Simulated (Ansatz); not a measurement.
Z-matrix (Å, degrees):
```
C
Nb 1 3.102
O 1 1.401 2 22.1
H 1 1.094 2 118.6 3 70.8
H 1 1.094 2 120.0 3 -66.5
H 1 1.095 2 89.1 3 -178.0
O 2 1.905 1 116.6 3 64.1
O 2 1.699 1 92.3 3 177.9
O 2 1.910 1 117.1 3 -71.2
H 7 0.958 2 128.9 1 106.2
H 9 0.958 2 129.5 1 77.1
```

The species carries charge 0 and has multiplicity 1. Nb: def2 effective core potential.

Q: List the r2SCAN/def2-TZVPP orbital energies in eV (the Gaussian-basis code of Ansatz). (An estimate is asked.)

A: The calculation gave: Occupied: -516.22, -515.98, -515.82, -515.32, -274.58, -63.78, -39.07, -38.67, -38.62, -26.35, -25.69, -25.50, -22.78, -17.66, -12.89, -12.76, -12.23, -11.68, -11.67, -9.43, -9.30, -9.11, -8.51, -8.18, -8.02, -7.66, -7.45, -7.42. Lowest empty: -1.44, -1.24, -0.37, -0.21, -0.01, 0.56, 0.81, 1.02.
